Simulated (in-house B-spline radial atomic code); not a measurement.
Mg⁺. Computed with a B-spline radial atomic code. Model: non-relativistic spherical atom: semilocal Troullier-Martins pseudo-atom, one channel per l, against all electrons, high spin, G0W0 and RPA with empty states to l = 8, local potential for every l without a channel, a model core (radius 0 = none) keeps its share of the functional.

What the tables leave out is listed at the end.

The pseudopotential gives back the lowest level of each angular momentum of its own functional in the configuration it was made in; a second state of the same l is only approximately right. Exact exchange, RPA and GW see the smooth pseudo-orbitals and miss the exchange with the core, for which the functional's share stands in. The column with an uncorrelated core keeps all orbitals and exact exchange, and so separates missing core correlation from pseudisation. Only the three outermost levels and the lowest empty one were computed. RPA here is direct RPA, with no exchange kernel, and its energies carry an (l + 1/2)⁻⁴ tail. A hybrid on a potential with a model core restores only its own semilocal share of the core's exchange.

Command:
```bash
python run_psgw.py task.json out
```
Settings (lengths in bohr, energies in hartree):
```
Z                      12
electrons              11
configuration          [Ne] 3s1
generated_in           [Ne] 3s2
functional             pbe,pbe
core_shells            1
radius_factor          0.8
core_correction        False
ion_configuration      [He] 2s2 2p6
```

Run time, properties included: 34 s on 1 thread of Intel(R) Xeon(R) Platinum 8259CL CPU @ 2.50GHz (Skylake/Cascade Lake), with other jobs on the host.

Given: made with PBE; model core radius 0 bohr; local radius 0.458 bohr; mean-field start PBE.

Valence shells of the generating configuration: 2s, 2p, 3s.

Channel: s 0.438, p 0.572 (radii in bohr).

Computed: largest level miss in the spin-unpolarised generating configuration 0.007 eV; valence RPA correlation energy pseudo -0.52138 hartree; all-electron RPA polarisability, core included 21.037 bohr³; pseudo-atom RPA polarisability 20.968 bohr³; ionisation by mean-field all-electron 15.337 eV; ionisation by RPA all-electron 15.606 eV; ionisation by RPA pseudo minus all 0.066 eV.

```csv
level,occupied,mean-field all-electron (eV),mean-field pseudo minus all (eV),G0W0 all-electron (eV),G0W0 uncorrelated core minus all (eV),G0W0 pseudo minus all (eV),exchange self-energy all-electron (eV),exchange self-energy pseudo (eV)
3s up,1,-11.899,-0.012,-15.573,0.002,-0.049,-10.421,-10.255
3s down (empty),0,-9.8917,-0.014,-7.5916,0.002,-0.046,-1.7501,-1.5535
```

(1) What is the ionisation by mean-field pseudo minus all?

(2) What is the valence RPA correlation energy all-electron orbitals?

Given: mean-field start PBE0.

Computed: all-electron RPA polarisability, core included 17.763 bohr³; pseudo-atom RPA polarisability 17.657 bohr³; ionisation by mean-field all-electron 15.232 eV; ionisation by mean-field pseudo minus all 0.028 eV; ionisation by RPA all-electron 15.496 eV; ionisation by RPA pseudo minus all 0.063 eV.

```csv
level,occupied,mean-field all-electron (eV),mean-field pseudo minus all (eV),G0W0 all-electron (eV),G0W0 uncorrelated core minus all (eV),G0W0 pseudo minus all (eV),exchange self-energy all-electron (eV),exchange self-energy pseudo (eV)
3s up,1,-12.708,-0.022,-15.559,0.002,-0.05,-10.296,-10.148
3s down (empty),0,-9.0449,-0.022,-7.5175,0.002,-0.038,-1.5139,-1.3455
```

(3) What is the valence RPA correlation energy all-electron orbitals?

(4) What is the valence RPA correlation energy pseudo?

Given: mean-field start Hartree-Fock.

Computed: valence RPA correlation energy all-electron orbitals -0.44466 hartree; all-electron RPA polarisability, core included 12.753 bohr³; pseudo-atom RPA polarisability 12.591 bohr³; ionisation by mean-field all-electron 14.724 eV; ionisation by mean-field pseudo minus all 0.057 eV; ionisation by RPA all-electron 15.297 eV.

| level | occupied | mean-field all-electron (eV) | mean-field pseudo minus all (eV) | G0W0 all-electron (eV) | G0W0 uncorrelated core minus all (eV) | G0W0 pseudo minus all (eV) | exchange self-energy all-electron (eV) | exchange self-energy pseudo (eV) |
| --- | --- | --- | --- | --- | --- | --- | --- | --- |
| 3s up | 1 | -14.738 | -0.057 | -15.424 | 0.002 | -0.057 | -9.8978 | -9.7968 |
| 2p down | 1 | -70.743 | 0.298 | -68.846 | 0.063 | 0.37 | -52.823 | -51.122 |
| 2p up | ? | ? | ? | ? | ? | ? | ? | ? |
| 3s down (empty) | 0 | -6.4038 | -0.027 | -7.3431 | 0.001 | -0.027 | -0.82216 | -0.73655 |

(5) What belongs in the row 2p up?

(6) What is the ionisation by RPA pseudo minus all?

(7) What is the valence RPA correlation energy pseudo?

Results:

(1) 0.016 eV.

(2) -0.5196 hartree.

(3) -0.4972 hartree.

(4) -0.49894 hartree.

(5) occupied: 1; mean-field all-electron (eV): -70.914; mean-field pseudo minus all (eV): 0.271; G0W0 all-electron (eV): -68.997; G0W0 uncorrelated core minus all (eV): 0.063; G0W0 pseudo minus all (eV): 0.349; exchange self-energy all-electron (eV): -52.944; exchange self-energy pseudo (eV): -51.277.

(6) 0.061 eV.

(7) -0.44631 hartree.

Among the listed levels the largest G0W0 shift of the pseudo-atom is +0.37 eV, for 2p down on the Hartree-Fock start, while leaving the core uncorrelated moves that level by +0.06 eV. So pseudisation and the lost core exchange, not the missing core correlation, make the error. Not in the tables (levels of low weight, unsolved or above zero; the highest and the empty levels are kept at any weight): on PBE the G0W0 levels 2p down (pseudo minus all +0.03 eV, weights 0.11 and 0.10), 2p up (pseudo minus all +0.02 eV, weights 0.11 and 0.10); on PBE0 the G0W0 levels 2p down (pseudo minus all +0.32 eV, weights 0.67 and 0.64), 2p up (pseudo minus all +0.30 eV, weights 0.67 and 0.64).
